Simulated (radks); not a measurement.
The numbers below are computed, except where a source is named.
Spherical quantum dot in the effective-mass picture: electrons in a parabolic well V = omega^2 r^2 / 2 with omega = 0.895, all in effective atomic units (hartree* = m*/eps^2 hartree, bohr* = eps/m* bohr), one dielectric constant everywhere. Level of theory: non-relativistic Kohn-Sham, LDA (Slater exchange, Perdew-Wang correlation), spin-polarised, spherical densities (a radial shooting solver with Libxc functionals). Levels are named by radial order and angular momentum (1s, 1p, 1d, 2s, ...), and open shells are averaged over m. Results are scaled to m* = 0.174 and eps = 7.9, for which hartree* = 75.87 meV and bohr* = 2.403 nm.

N = 27, configuration 1s2 1p6 1d10 2s2 1f(up 7, down 0). This is the lowest configuration that the search found. Occupied and some empty levels:

level    occupation  eigenvalue (meV)  <r> (nm)
1s up             1            891.84     4.620
1s down           1            894.70     4.496
1p up             3            918.33     5.721
1p down           3            922.61     5.651
1d up             5            948.92     6.473
1d down           5            953.94     6.445
2s up             1            957.00     5.505
2s down           1            960.33     5.567
1f up             7            983.25     7.057
1f down           0            988.57     7.056
2p up             0            996.20     6.163
2p down           0            999.42     6.194
1g up             0            1020.9     7.545
1g down           0            1026.2     7.561
2d up             0            1037.5     6.782
2d down           0            1040.9     6.794

Energy (meV): total 16335.9, kinetic 1637.9, external 6012.7, Hartree 9557.1, exchange-correlation -871.72.

Electron density:

r (nm)  n(r) (e/nm^3)
0.587         0.01651
1.57          0.01428
2.55          0.01208
3.53          0.01169
4.51          0.01280
5.49          0.01328
6.47          0.01134
7.45         0.007372
8.43         0.003461
9.41         0.001142
10.4        0.0002607
11.4       0.00004106
12.4        4.485e-06
